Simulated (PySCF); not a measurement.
Isomers of C7H12O, mass 112.089 u with the commonest isotopes. Theory: PySCF 2.14.0, PBE0-D3(BJ)/def2-SVP geometry optimisation, gas phase. One conformer each, none proved a minimum here; rigid rotors.

Question: Order these by rotational constant B, smallest first.
A. `[CH3:1][CH2:2][C@@H:3]1[CH2:4][CH2:5][C:6](=[O:7])[CH2:8]1` with C1–C2–C3–C4 -177°, C2–C3–C4–C5 -164°, C3–C4–C5–C6 31°, C4–C5–C6–O7 168°, C5–C6–C8–C3 -12°
B. `[CH3:1][C@@H:2]1[CH2:3][CH2:4][CH2:5][CH2:6][C:7]1=[O:8]` with C1–C2–C3–C4 -179°, C2–C3–C4–C5 57°, C3–C4–C5–C6 -56°, C4–C5–C6–C7 52°
C. `[CH3:1][O:2][C@@H:3]1[CH2:4][C@@H:5]2[CH2:6][CH2:7][C@H:8]12` with C1–O2–C3–C4 176°

Answer: A (1262 MHz), C (1653 MHz), B (2005 MHz).

Question: Order these by radius of gyration √(Σ m r²/M), largest first.
A. `[CH3:1][CH2:2][C@@H:3]1[CH2:4][CH2:5][C:6](=[O:7])[CH2:8]1` with C1–C2–C3–C4 -177°, C2–C3–C4–C5 -164°, C3–C4–C5–C6 31°, C4–C5–C6–O7 168°, C5–C6–C8–C3 -12°
B. `[CH3:1][C@@H:2]1[CH2:3][CH2:4][CH2:5][CH2:6][C:7]1=[O:8]` with C1–C2–C3–C4 -179°, C2–C3–C4–C5 57°, C3–C4–C5–C6 -56°, C4–C5–C6–C7 52°
C. `[CH3:1][O:2][C@@H:3]1[CH2:4][C@@H:5]2[CH2:6][CH2:7][C@H:8]12` with C1–O2–C3–C4 176°

Answer: A (2.130 Å), B (1.908 Å), C (1.884 Å).

Question: Order these by rotational constant A, smallest first.
A. `[CH3:1][C@@H:2]1[CH2:3][CH2:4][CH2:5][CH2:6][C:7]1=[O:8]` with C1–C2–C3–C4 -179°, C2–C3–C4–C5 57°, C3–C4–C5–C6 -56°, C4–C5–C6–C7 52°
B. `[CH3:1][CH2:2][C@@H:3]1[CH2:4][CH2:5][C:6](=[O:7])[CH2:8]1` with C1–C2–C3–C4 -177°, C2–C3–C4–C5 -164°, C3–C4–C5–C6 31°, C4–C5–C6–O7 168°, C5–C6–C8–C3 -12° (3-ethylcyclopentanone)
C. `[CH3:1][O:2][C@@H:3]1[CH2:4][C@@H:5]2[CH2:6][CH2:7][C@H:8]12` with C1–O2–C3–C4 176°

Answer: A (2894 MHz), C (3993 MHz), B (4148 MHz).

```
                     SMILES  point group  Ia (u·Å²)  Ib (u·Å²)  Ic (u·Å²)      κ  μa (D)  μb (D)  μc (D)
         CC[C@@H]1CCC(=O)C1           C1     121.85     400.38     494.55  -0.85    2.48    1.63    0.14
           C[C@@H]1CCCCC1=O           C1     174.61     252.02     389.50  -0.11    2.15    1.77    0.88
CO[C@@H]1C[C@@H]2CC[C@@H]21           C1     126.57     305.80     363.22  -0.80    0.06    0.37    1.11
```
